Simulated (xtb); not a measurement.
C₂H₉FSi₂, SMILES C[C@H]([SiH3])[SiH2]F. All values are semi-empirical tight-binding results from xtb (GFN2-xTB unless named), good for trends rather than for accurate numbers. Geometry optimised at GFN2-xTB. The structure was generated by enumeration; whether it is a known compound was not checked. The values are those of a single conformer.

Optimised geometry:

Bonds (Å): C1–C2 1.532, C1–H6 1.089, C1–H7 1.089, C1–H8 1.090, C2–Si3 1.905, C2–Si4 1.897, C2–H9 1.096, Si3–H10 1.464, Si3–H11 1.466, Si3–H12 1.465, Si4–F5 1.616, Si4–H13 1.456, Si4–H14 1.455. Angles (°): C2–C1–H6 111.0, C2–C1–H7 110.9, C2–C1–H8 110.9, H6–C1–H7 108.0, H6–C1–H8 108.0, H7–C1–H8 107.9, C1–C2–Si3 110.8, C1–C2–Si4 111.1, C1–C2–H9 107.4, Si3–C2–Si4 113.0, Si3–C2–H9 107.0, Si4–C2–H9 107.1, C2–Si3–H10 109.6, C2–Si3–H11 109.1, C2–Si3–H12 109.6, H10–Si3–H11 109.6, H10–Si3–H12 109.7, H11–Si3–H12 109.2, C2–Si4–F5 107.9, C2–Si4–H13 112.8, C2–Si4–H14 112.8, F5–Si4–H13 103.8, F5–Si4–H14 104.2, H13–Si4–H14 114.2.
Charge 0, spin multiplicity 1.

| Item | Result |
|---|---|
| orbital gap | 5.36 eV |
| dipole moment | 1.66 D |
| zero-point energy | 61.3 kcal/mol |
| G − E(el) at 298.15 K (modified RRHO) | 40.6 kcal/mol |
| static polarisability (D4 model) | 84.9 bohr³ |
| solvation energy, GFN2-xTB/ALPB(water) | 0.1 kcal/mol |
| solvation energy, GFN2-xTB/ALPB(methanol) | -2.7 kcal/mol |

Computed atomic charges and the Wiberg bond orders between heavy atoms:
charges (e) C1 -0.10, C2 -0.22, Si3 0.45, Si4 0.54, F5 -0.28, H6 0.03, H7 0.02, H8 0.02, H9 0.01, H10 -0.11, H11 -0.10, H12 -0.11, H13 -0.08, H14 -0.09. Bond orders C1–C2 1.03, C2–Si3 0.89, C2–Si4 0.90, Si4–F5 1.08.
